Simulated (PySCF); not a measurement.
sulfuric acid (H2O4S), SMILES O=S(=O)(O)O. Atoms are numbered in the order given.

```xyz
7

O     -0.6807     1.0757     0.8705
S      0.0000     0.0000    -0.1718
O      1.1240     0.6452    -0.8417
O     -1.1240    -0.6452    -0.8417
O      0.6807    -1.0757     0.8705
H      0.0339     1.6913     1.1441
H     -0.0339    -1.6913     1.1441
```
Charge 0, spin multiplicity 1.

Geometry: PBE-D3(BJ)/def2-SVP. One conformer was computed; it need not be the lowest.

Computed with PBE-D3(BJ)/def2-SVP run with PySCF.

Frequencies are harmonic and unscaled.

| mode | ν (cm⁻¹) | IR (km/mol) | moving atoms (share of kinetic energy) |
|---|---|---|---|
| 1 | 229 | 80.0 | H 69 %, O 30 % |
| 2 | 307 | 52.2 | H 88 %, O 11 % |
| 3 | 336 | 6.3 | O 97 % |
| 4 | 404 | 24.2 | O 66 %, H 34 % |
| 5 | 446 | 52.1 | O 65 %, S 18 %, H 17 % |
| 6 | 486 | 41.8 | O 81 %, S 17 % |
| 7 | 493 | 18.0 | O 83 %, S 16 % |
| 8 | 749 | 108.6 | O 79 %, S 20 % |
| 9 | 812 | 323.5 | S 50 %, O 49 % |
| 10 | 1089 | 63.7 | H 90 %, O 10 % |
| 11 | 1103 | 82.6 | H 77 %, O 22 % |
| 12 | 1154 | 158.6 | O 72 %, S 28 % |
| 13 | 1405 | 228.6 | S 48 %, O 45 % |
| 14 | 3643 | 166.2 | H 94 % |
| 15 | 3648 | 42.6 | H 94 % |
